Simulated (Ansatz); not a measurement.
`CC[SiH2]P` + silanol → `CC[SiH2]O[SiH3]` + PH₃  (cleavage of the Si–P bond)

Program: Ansatz. Geometries: PBE0-D4/def2-TZVP. ΔE: electronic, gas phase. CCSD(T)/CBS is the MP2 limit (def2-TZVPP, def2-QZVPP) plus CCSD(T) − MP2 in def2-TZVPP, frozen cores. This one scheme is used for every species. Functionals use def2-TZVPP. Each species was taken in one conformer, which may not be the lowest.

```json
{"level": "PBE-D4", "ΔE (kcal/mol)": "-16.9"}
{"level": "B2PLYP", "ΔE (kcal/mol)": "-22.7"}
{"level": "r2SCAN", "ΔE (kcal/mol)": "-20.4"}
{"level": "PBE0", "ΔE (kcal/mol)": "-18.3"}
```

What does CCSD(T)/CBS give? (Best estimate.)

Computed: -21.6 kcal/mol. The listed levels differ from it by 4.7, -1.1, 1.2, 3.3 kcal/mol.

Largest T1 diagnostic among the species: 0.013.

In def2-TZVPP, CCSD(T) changes the Hartree–Fock value by +5.7 kcal/mol (the triples alone add +1.0 kcal/mol) and MP2 by +5.8 kcal/mol. From PBE to PBE0 (25 % exact exchange), in def2-TZVPP and without D4, ΔE moves by −1.6 kcal/mol.
